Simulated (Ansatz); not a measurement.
`[F][GeH]([F])[Cl]` + H₂Se → `[F][GeH]([F])[SeH]` + HCl at 700 K and 1 bar (ligand exchange at a Ge–Cl bond).

Isolated molecules relaxed with PBE0-D4/def2-TZVP in Ansatz; ΔE leaves out vibrations. CCSD(T)/CBS is the MP2 limit (def2-TZVPP, def2-QZVPP) plus CCSD(T) − MP2 in def2-TZVPP, frozen cores. This one scheme is used for every species. For Ge, Se outer-core shells are correlated without core-valence functions, which leaves a few kJ/mol of doubt a bond. Scalar relativity is left out up to krypton. One conformer a species, not always the lowest.

| species | CCSD(T)/CBS energy (Eh) | H − E (kJ/mol) | S (J/(mol·K)) |
| --- | --- | --- | --- |
| `[F][GeH]([F])[Cl]` | -2736.19042 | 88.4 | 388.8 |
| H₂Se | -2401.89790 | 61.1 | 251.1 |
| `[F][GeH]([F])[SeH]` | -4677.70208 | 115.1 | 433.1 |
| HCl | -460.38127 | 38.4 | 211.8 |

H − E and S are ideal-gas, rigid-rotor, harmonic terms from PBE0-D4/def2-TZVP, for one conformer and one mirror image of each species. 1 Eh = 2625.50 kJ/mol, R = 8.31446 J/(mol·K).

Q: By hand: ΔE, ΔH, ΔS and ΔG.

A: ΔE = (-4677.70208) + (-460.38127) − (-2736.19042) − (-2401.89790) = 0.00497 Eh = 13.0 kJ/mol. Δ(H − E) = 115.1 + 38.4 − 88.4 − 61.1 = 4.0, so ΔH = 17.0 kJ/mol. ΔS = 433.1 + 211.8 − 388.8 − 251.1 = 5.0 J/(mol·K). ΔG = 17.0 − 700 × (5.0)/1000 = 13.5 kJ/mol.

Q: By hand: the equilibrium constant, and the temperature at which ΔG would vanish if ΔH and ΔS stayed fixed.

A: log₁₀ K = −ΔG/(RT ln 10) = -1.0. ΔG = 0 at ΔH/ΔS = 3400 K, far beyond where these terms or the molecules hold.

The number of gas molecules stays the same, so ΔS is small and ΔH decides. A doubt of 5 kJ/mol in ΔE shifts log₁₀ K by 0.4 here. Other conformers and mirror images would add mixing entropy, several J/(mol·K) or more a flexible species. These are equilibria of isolated gas molecules and say nothing of rates. Largest T1 diagnostic: 0.012 (customary marks: 0.02 for closed shells, 0.045 for open ones).
